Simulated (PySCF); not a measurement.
HCl$_{3}$OZr, charge -1, doublet, at the geometry of the source list (the multiplicity is a formal guess) (core potentials on Zr); DF-TPSS/def2-SV(P) (PySCF).

Input for PySCF:
```python
from pyscf import gto, scf, dft

mol = gto.Mole()
mol.atom = '''
    Zr    0.257200   -0.080600   -0.012700
    Cl    2.118100    0.967600   -0.762600
    Cl    0.947900   -0.886800    1.988100
    Cl    0.233500   -1.956500   -1.279100
    O    -1.323900    0.824000    0.013400
    H    -2.232800    1.132300    0.052700
'''
mol.basis = 'def2-sv(p)'
mol.ecp = {'Zr': 'def2-sv(p)'}
mol.charge = -1
mol.spin = 1
mol.verbose = 5
mol.build()

mf = dft.UKS(mol)
mf.xc = 'tpss'
mf = mf.density_fit(auxbasis='def2-universal-jkfit')
mf.kernel()
```

Output, abridged:

```
PySCF version 2.14.0

[INPUT] verbose = 5
[INPUT] max_memory = 4000
[INPUT] num. atoms = 6
[INPUT] num. electrons = 73
[INPUT] charge = -1
[INPUT] spin (= nelec alpha-beta = 2S) = 1
[INPUT] symmetry False subgroup None
[INPUT] Mole.unit = angstrom
[INPUT] Symbol           X                Y                Z      unit          X                Y                Z       unit  Magmom
[...]
[INPUT] ---------------- BASIS SET ----------------
[INPUT] l, kappa, [nprim/nctr], expnt,             c_1 c_2 ...
[INPUT] H
[...]
                                1.9622572         0.13796524
                                0.44453796        0.47831935
[...]
[INPUT] Zr
[...]
                                4.28727           -0.95241333244
                                1.464137          -0.13703926411
[...]
                                2.119901          0.45883133891
                                0.78845821105     0.58853912475
                                0.36332579847     0.35822232244
[...]
                                1.3615557498      0.1969242352
                                0.56937550689     0.42057831659
                                0.22674948677     0.42757027999
[...]
[INPUT] O
[...]
                                340.87010191      -0.03989003923
                                77.363135167      -0.17853911985
                                21.47964494       -0.46427684959
                                6.6589433124      -0.44309745172
[...]
                                3.863550544       0.23094120765
                                1.0480920883      0.51375311064
[...]
[INPUT] Cl
[...]
                                1571.7365221      0.014754727977
                                357.12065523      0.066679112875
                                100.25185935      0.17228924084
                                30.812727554      0.158837861
[...]
                                5.7045760975      0.60841752753
                                2.3508376809      0.54352153355
[...]
                                72.102015515      -0.063563355471
                                22.532680262      -0.24016428276
                                7.8991765444      -0.47798866557
                                2.8767268321      -0.38515850005
[...]
nuclear repulsion = 376.546490783278
number of shells = 42
number of NR pGTOs = 186
number of NR cGTOs = 94
basis = def2-sv(p)
ecp = {'Zr': 'def2-sv(p)'}

******** <class 'pyscf.df.df_jk.DFUKS'> ********
method = DFUKS
initial guess = minao
damping factor = 0
level_shift factor = 0
DIIS = <class 'pyscf.scf.diis.CDIIS'>
diis_start_cycle = 1
diis_space = 8
diis_damp = 0
SCF conv_tol = 1e-09
SCF conv_tol_grad = None
SCF max_cycles = 50
direct_scf = False
number electrons alpha = 37  beta = 36
XC library pyscf.dft.libxc version 7.1.2
    S. Lehtola, C. Steigemann, M. J. T. Oliveira, and M. A. L. Marques,  SoftwareX 7, 1–5 (2018)
XC functionals = tpss
    J. Tao, J. P. Perdew, V. N. Staroverov, and G. E. Scuseria,  Phys. Rev. Lett. 91, 146401 (2003)
    J. P. Perdew, J. Tao, V. N. Staroverov, and G. E. Scuseria,  J. Chem. Phys. 120, 6898 (2004)
    J. Tao, J. P. Perdew, V. N. Staroverov, and G. E. Scuseria,  Phys. Rev. Lett. 91, 146401 (2003)
    J. P. Perdew, J. Tao, V. N. Staroverov, and G. E. Scuseria,  J. Chem. Phys. 120, 6898 (2004)
radial grids:
    Treutler-Ahlrichs [JCP 102, 346 (1995); DOI:10.1063/1.469408] (M4) radial grids

becke partition: Becke, JCP 88, 2547 (1988); DOI:10.1063/1.454033
pruning grids: <function nwchem_prune>
grids dens level: 3
symmetrized grids: False
atomic radii adjust function: <function treutler_atomic_radii_adjust>
small_rho_cutoff = 0
Set gradient conv threshold to 3.16228e-05
Density of valence part of ANO basis will be used as initial guess for Zr
atom Zr rad-grids = 95, ang-grids = [ 50  50  50  50  50  50  50  50  50  50  50  50  50  50  50  50  50  50
  50  50  50  50  50  50  50  50  50  50  86  86  86  86  86  86  86  86
  86  86  86  86  86  86  86  86 350 350 350 350 350 350 350 350 350 350
 350 434 434 434 434 434 434 434 434 434 434 434 434 434 434 434 434 434
 434 434 434 434 350 350 350 350 350 350 350 350 350 350 350 350 350 350
 350 350 350 350 350]
atom Cl rad-grids = 80, ang-grids = [ 50  50  50  50  50  50  50  50  50  50  50  50  50  50  50  50  50  50
  50  50  50  50  50  50  86  86  86  86  86  86  86  86  86  86  86  86
  86 350 350 350 350 350 350 350 350 350 434 434 434 434 434 434 434 434
 434 434 434 434 434 434 434 434 434 434 350 350 350 350 350 350 350 350
 350 350 350 350 350 350 350 350]
atom O rad-grids = 75, ang-grids = [ 50  50  50  50  50  50  50  50  50  50  50  50  50  50  50  50  50  50
  50  50  50  50  50  86  86  86  86  86  86  86  86  86 266 266 266 266
 266 266 266 302 302 302 302 302 302 302 302 302 302 302 302 302 302 302
 302 302 302 302 302 266 266 266 266 266 266 266 266 266 266 266 266 266
 266 266 266]
atom H rad-grids = 50, ang-grids = [ 50  50  50  50  50  50  50  50  50  50  50  50  50  50  50  86  86  86
  86 266 266 266 266 266 302 302 302 302 302 302 302 302 302 302 302 302
 302 266 266 266 266 266 266 266 266 266 266 266 266 266]
tot_boxes 3136, boxes in each direction [14 12 12]
Padding 0 grids
tot grids = 102920
nelec by numeric integration = [35.65189239 35.65189239]
num shells = 194, num cGTOs = 734
E1 = -2815.2151476124254  E2 = 941.099751724788  Ecoul = 1040.0767797830183  Exc = -98.97702805823027
init E= -1497.56890510436
cond(S) = 265.36197990541797

  alpha mo_energy =
[-1.01193084e+02 -1.01193052e+02 -1.01192861e+02 -1.93503031e+01
 -9.48943437e+00 -9.48940307e+00 -9.48919982e+00 -7.26911153e+00
 -7.26908211e+00 -7.26887850e+00 -7.26542264e+00 -7.26540701e+00
 -7.26538633e+00 -7.26537968e+00 -7.26518751e+00 -7.26517928e+00
 -2.55477228e+00 -1.71720506e+00 -1.69323647e+00 -1.69315435e+00
 -1.24279274e+00 -1.00091864e+00 -9.96075321e-01 -9.95859957e-01
 -8.17509046e-01 -6.82935320e-01 -6.82575099e-01 -6.06147561e-01
[...]
   -0.10242608    0.11040498    0.11655148    0.1287423     0.14587531
    0.1523354     0.1569149     0.17089105    0.18619972    0.18663808
    0.24744581    0.33098611    0.34877547    0.35766359    0.39074741
    0.3930839     0.39590587    0.52161469    0.52326373    0.56276455
    0.78257207    0.78931988    0.79819568    0.81627812    0.88292745
    0.88636075    0.90135891    0.90304486    0.91116965    0.91350947
    0.91565677    0.9253112     0.92559304    0.93066044    0.93137881
    0.94539504    0.96414101    0.98204108    0.98286012    1.06537425
    1.06960856    1.07769656    1.17306111    1.17814432    1.21083625
    1.24611333    1.30990634    1.32291209    1.40184278    1.42079302
    1.425778      1.54426449    1.82493282    2.68532228    2.72004396
    2.72835039    2.73631041    3.12416446   33.51165838]
  beta  mo_energy =
[-1.00773374e+02 -1.00772659e+02 -1.00771807e+02 -1.87374998e+01
 -9.04969337e+00 -9.04833491e+00 -9.04749538e+00 -6.83058950e+00
 -6.82954756e+00 -6.82914714e+00 -6.82872885e+00 -6.82808554e+00
 -6.82767881e+00 -6.82688776e+00 -6.82668909e+00 -6.82575892e+00
 -1.82865503e+00 -1.02778675e+00 -9.96640634e-01 -9.87109747e-01
 -7.29618375e-01 -5.61129446e-01 -5.53882484e-01 -5.52170917e-01
 -3.03127659e-01 -1.65821730e-01 -1.65732946e-01 -1.52464320e-01
 -1.45442107e-01 -1.41173399e-01 -1.33245287e-01 -1.28830985e-01
 -1.25850954e-01 -1.07702269e-01 -1.07188469e-01 -9.98567629e-02
  1.19484945e-01  1.36178075e-01  1.48197672e-01  1.55436074e-01
  1.58432233e-01  1.59886576e-01  1.74729330e-01  1.92205092e-01
  1.96782427e-01  2.53395365e-01  3.39897651e-01  3.57646876e-01
  3.58978268e-01  3.94534703e-01  3.97032598e-01  4.04605075e-01
  5.29871914e-01  5.36335165e-01  5.71457968e-01  7.85123623e-01
  7.90910406e-01  8.01321655e-01  8.17532802e-01  8.85763674e-01
  8.88619891e-01  9.03339981e-01  9.04320530e-01  9.13335438e-01
  9.16090426e-01  9.17431333e-01  9.27404663e-01  9.28252693e-01
  9.32997906e-01  9.35044271e-01  9.47403301e-01  9.66449870e-01
  9.84620439e-01  9.87633014e-01  1.06647002e+00  1.07204870e+00
  1.07974857e+00  1.17505152e+00  1.18189234e+00  1.21406880e+00
  1.25109877e+00  1.31343968e+00  1.32366758e+00  1.40739269e+00
  1.42363252e+00  1.43230138e+00  1.54953535e+00  1.83147390e+00
  2.68605826e+00  2.72179244e+00  2.72849175e+00  2.73703582e+00
  3.12717106e+00  3.35193116e+01]
multiplicity <S^2> = 0.75143287  2S+1 = 2.0014324
nelec by numeric integration = [36.99999375 36.00000238]
E1 = -2854.211111506707  E2 = 974.3563377573388  Ecoul = 1074.5187312859705  Exc = -100.16239352863167
cycle= 22 E= -1503.30828296609  delta_E= -7.54e-10  |g|= 1.27e-05  |ddm|= 0.000549
  alpha mo_energy =
[-100.7736132  -100.77285722 -100.77203273  -18.7377684    -9.04992346
   -9.0485147    -9.0477001    -6.83082323   -6.82959658   -6.82929171
   -6.82879473   -6.82863002   -6.82775603   -6.82732671   -6.82697977
   -6.82647503   -1.84026245   -1.03306835   -1.01284723   -1.00787846
   -0.73127874   -0.56259135   -0.55561445   -0.55375685   -0.30506936
   -0.16893086   -0.16746515   -0.15531557   -0.1481915    -0.14684648
   -0.13455752   -0.13012988   -0.12860159   -0.10910606   -0.10810289
   -0.10243078    0.1103995     0.11654823    0.12873487    0.14587163
    0.15233275    0.15691246    0.17088742    0.18619391    0.18663172
    0.24744506    0.33098162    0.34877126    0.35765941    0.39074368
    0.39307986    0.39590219    0.52160927    0.5232582     0.56275886
    0.7825705     0.7893153     0.79819479    0.81627413    0.88292332
    0.88635598    0.90135535    0.90303877    0.91116538    0.91350622
    0.91565105    0.92530626    0.92558861    0.93065574    0.93137342
    0.94539048    0.96413678    0.98203643    0.98285517    1.06537072
    1.06960652    1.07769248    1.17305804    1.1781408     1.21083241
    1.24611177    1.30990358    1.32290986    1.40183922    1.42078731
    1.42577379    1.54425897    1.82492912    2.68532213    2.72004378
    2.72835076    2.73631072    3.12416416   33.51164523]
  beta  mo_energy =
[-1.00773375e+02 -1.00772670e+02 -1.00771814e+02 -1.87374986e+01
 -9.04969438e+00 -9.04834447e+00 -9.04750241e+00 -6.83059050e+00
 -6.82955724e+00 -6.82914810e+00 -6.82873590e+00 -6.82808651e+00
 -6.82768845e+00 -6.82689476e+00 -6.82669876e+00 -6.82576607e+00
 -1.82866744e+00 -1.02779667e+00 -9.96653058e-01 -9.87121782e-01
 -7.29618488e-01 -5.61133614e-01 -5.53887348e-01 -5.52177460e-01
 -3.03129047e-01 -1.65824308e-01 -1.65735974e-01 -1.52469983e-01
 -1.45447161e-01 -1.41177958e-01 -1.33250141e-01 -1.28834230e-01
 -1.25854385e-01 -1.07706655e-01 -1.07191853e-01 -9.98617668e-02
  1.19483841e-01  1.36170257e-01  1.48189718e-01  1.55431924e-01
  1.58429947e-01  1.59884180e-01  1.74725124e-01  1.92198146e-01
  1.96776060e-01  2.53394394e-01  3.39893199e-01  3.57643080e-01
  3.58974167e-01  3.94530393e-01  3.97028832e-01  4.04600929e-01
  5.29865806e-01  5.36329737e-01  5.71451853e-01  7.85121730e-01
  7.90905817e-01  8.01320556e-01  8.17528862e-01  8.85759434e-01
  8.88615063e-01  9.03336152e-01  9.04314586e-01  9.13331083e-01
  9.16087137e-01  9.17425441e-01  9.27400244e-01  9.28247590e-01
  9.32993208e-01  9.35038652e-01  9.47398607e-01  9.66445636e-01
  9.84615612e-01  9.87627918e-01  1.06646652e+00  1.07204665e+00
  1.07974448e+00  1.17504835e+00  1.18188875e+00  1.21406494e+00
  1.25109729e+00  1.31343684e+00  1.32366531e+00  1.40738890e+00
  1.42362643e+00  1.43229732e+00  1.54952953e+00  1.83146988e+00
  2.68605810e+00  2.72179209e+00  2.72849183e+00  2.73703584e+00
  3.12717072e+00  3.35192980e+01]
multiplicity <S^2> = 0.75143209  2S+1 = 2.0014316
nelec by numeric integration = [36.99999376 36.00000238]
E1 = -2854.2144419967285  E2 = 974.3596682607033  Ecoul = 1074.52222792699  Exc = -100.16255966628658
Extra cycle  E= -1503.30828295275  delta_E= 1.33e-08  |g|= 0.000123  |ddm|= 0.00135
SCF not converged.
SCF energy = -1503.30828295275 after 50 cycles  <S^2> = 0.75143209  2S+1 = 2.0014316
```

The run did not converge; its last values are not results.
